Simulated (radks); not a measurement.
Results of a calculation; reference values are marked as such.
Species: Ba XXXVII. Configuration: [Ar] 3d2.

Code: a radial shooting solver on a logarithmic mesh with Libxc functionals. Model: scalar-relativistic Kohn-Sham, exchange-only LDA, spin-polarised, spherical densities, point nucleus; open shells are filled with parallel spins first (spin-orbit coupling, left out, can overturn this in heavy ions).

Energy parts (eV):
| part | energy |
|---|---|
| total | -194162.32 |
| kinetic | 206366.06 |
| electron-nucleus | -429936.31 |
| Hartree | 32798.24 |
| exchange | -3390.30 |

Orbitals (lengths in bohr, moments of r in powers of bohr):
\begin{tabular}{lrrr}
orbital & occ. & eigenvalue (eV) & <r^4> \\ \hline
1s up & 1 & -39100.61 & 2.079e-06 \\
1s down & 1 & -39100.38 & 2.079e-06 \\
2s up & 1 & -7722.553 & 0.0003333 \\
2s down & 1 & -7714.076 & 0.0003325 \\
2p up & 3 & -7129.117 & 0.0002403 \\
2p down & 3 & -7122.516 & 0.0002395 \\
3s up & 1 & -2809.478 & 0.01038 \\
3s down & 1 & -2800.210 & 0.01044 \\
3p up & 3 & -2622.874 & 0.01004 \\
3p down & 3 & -2613.319 & 0.01011 \\
3d up & 2 & -2391.700 & 0.006949 \\
3d down & 0 & -2379.953 & 0.007019 \\
4s up & 0 & -1421.683 & 0.1295 \\
4s down & 0 & -1418.409 & 0.1304 \\
4p up & 0 & -1346.824 & 0.1358 \\
4p down & 0 & -1343.530 & 0.1369 \\
\end{tabular}

The highest occupied level is 3d up at -2391.7 eV. Spin moment in Bohr magnetons: 2.
